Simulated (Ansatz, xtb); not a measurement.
System: sum formula TiOF (charge 0, doublet). The spin state was set by rule; other spins were not relaxed. SMILES: [O]=[Ti][F]
Structure (B3LYP-D3(BJ)/def2-TZVP (Ansatz, a first-principles code) minimum search):
```
Ti
O 1 1.6251
F 1 1.8373 2 123.23
```
Charge 0, spin multiplicity 2.

Harmonic wavenumbers from GFN2-xTB (xtb, at its own minimum), cm⁻¹: 121, 537, 901.

Question: Give the harmonic wavenumbers at B3LYP-D3(BJ)/def2-TZVP (Ansatz, finite differences of forces, unscaled).

Answer: 127, 649, 1029 cm⁻¹. Zero-point energy 2.6 kcal/mol.

Question: From these and the geometry, give the ideal-gas thermochemistry at 298.15 K and 1 atm (rigid rotor, harmonic oscillator).

Answer: Point group Cs, rotational symmetry number 1. Rotational constants 37.93, 6.148, 5.29 GHz. S(trans) 39.16, S(rot) 23.08, S(vib) 3.45, S(elec, spin only) 1.38, S 67.1 cal/(mol K). H(298) - H(0) 2.90 kcal/mol; G - E(el) -14.5 kcal/mol.
